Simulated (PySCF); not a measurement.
C3H11NOSi2.
Geometry (GFN2-xTB, Å), atoms numbered from 1 in this order:
```
atom  x, y, z in Å
Si1    2.8676    0.2054    0.7954
O2     1.7028    1.1909    0.2608
Si3    0.6124    1.7340   -0.8077
N4    -0.3920    0.4133   -1.2529
C5    -0.9550   -0.5168   -0.3335
C6    -2.4413   -0.6375   -0.1532
C7    -1.6675   -1.7334   -0.8372
H8     2.8918    0.4432    2.2375
H9     2.5212   -1.1810    0.4803
H10    4.1153    0.5952    0.1408
H11    1.2661    2.1432   -2.0464
H12   -0.0192    2.8248   -0.0620
H13   -0.9462    0.4938   -2.0914
H14   -0.3336   -0.6189    0.5462
H15   -3.0775   -0.0157   -0.7659
H16   -2.8338   -0.8216    0.8348
H17   -1.7896   -1.8433   -1.9046
H18   -1.5303   -2.6691   -0.3175
```

Theory: TDDFT CAM-B3LYP/def2-SVPD, vertical, gas phase, core orbitals frozen in the response (PySCF).

Transition dipole moments from the ground state, in atomic units and in the frame of the coordinates above (overall signs are arbitrary), for the states with f of 0.002 or more among the lowest 7:

```tsv
state	E (eV)	μx	μy	μz
S1	5.938	-0.144	0.266	0.025
S2	6.080	-0.303	-0.277	-0.043
S3	6.814	0.170	0.242	0.114
S4	6.926	0.042	-0.122	-0.163
S5	7.113	-0.172	-0.186	-0.034
S6	7.259	0.019	-0.228	-0.195
S7	7.439	0.044	0.201	0.033
```

Work out the oscillator strengths.

f = (2/3) ΔE |μ|² with ΔE in hartree (27.2114 eV).

| state | \|μ\|² (au) | \|μ\| (D) | f |
| --- | --- | --- | --- |
| S1 | 0.092 | 0.77 | 0.013 |
| S2 | 0.171 | 1.05 | 0.025 |
| S3 | 0.101 | 0.81 | 0.017 |
| S4 | 0.043 | 0.53 | 0.007 |
| S5 | 0.065 | 0.65 | 0.011 |
| S6 | 0.090 | 0.76 | 0.016 |
| S7 | 0.043 | 0.53 | 0.008 |

Which bond between heavy atoms lies closest to the direction of the S2 transition dipole?

Si3–N4, at 14° from it; next C5–C7 at 22°.

What angle do the transition dipoles of S1 and S2 make?

|cos θ| = |μa·μb| / (|μa| |μb|) = 0.25, so θ ≈ 76° (taken between 0 and 90°, since the signs are arbitrary).

What peak molar absorption coefficient would the strongest computed level give as a lone Gaussian band 0.5 eV wide at half height?

ε(max) = 2.175×10⁸ f / FWHM, with the width in cm⁻¹. S2: 2.175×10⁸ × 0.0254 / 4033 ≈ 1400 L mol⁻¹ cm⁻¹.

One conformer stands for the species.

Without π bonds the low states may be Rydberg-like; a valence basis with one diffuse set may place them up to an eV too high.
